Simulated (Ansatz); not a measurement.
Consider the ligand exchange at the As–N bond: `[SiH3]N[AsH2]` + CH₃SH → `CS[AsH2]` + `N[SiH3]`.

Gas-phase electronic energies from Ansatz, PBE0-D4/def2-TZVP geometries. CCSD(T)/CBS adds triple-zeta CCSD(T) − MP2 to the extrapolated MP2 energy (def2 sets, frozen cores). This one scheme is used for every species. Functionals use def2-TZVPP. For As outer-core shells are correlated without core-valence functions, which leaves a few kJ/mol of doubt a bond. Scalar relativity is left out up to krypton.

```tsv
level	ΔE (kcal/mol)
revPBE-D4	-12.6
r2SCAN0-D4	-12.3
ωB97M-V	-10.9
PBE0	-12.7
HF/def2-TZVPP	-9.6
CCSD(T)/def2-TZVPP	-9.9
MP2/def2-QZVPP	-11.2
CCSD/CBS(def2)	-10.8
```

Problem. What does CCSD(T)/CBS give? (Best estimate.)

Solution. The calculation gave: -11.1 kcal/mol. The listed levels differ from it by -1.5, -1.2, 0.2, -1.6, 1.5, 1.2, -0.1, 0.3 kcal/mol.

Largest T1 diagnostic among the species: 0.011.

Leaving LDA and LC-ωPBE aside and taking each functional with its dispersion term where it has one, the values, not all of them listed here, spread over 2.7 kcal/mol, from PBE-D4 to CAM-B3LYP-D4. LDA lies +0.8 kcal/mol from PBE without D4. At CCSD(T), def2-SVP lies +2.6 kcal/mol from the extrapolated value and def2-TZVPP +1.2 kcal/mol. From BLYP to BHLYP (50 % exact exchange), in def2-TZVPP and without D4, ΔE moves by +1.2 kcal/mol.
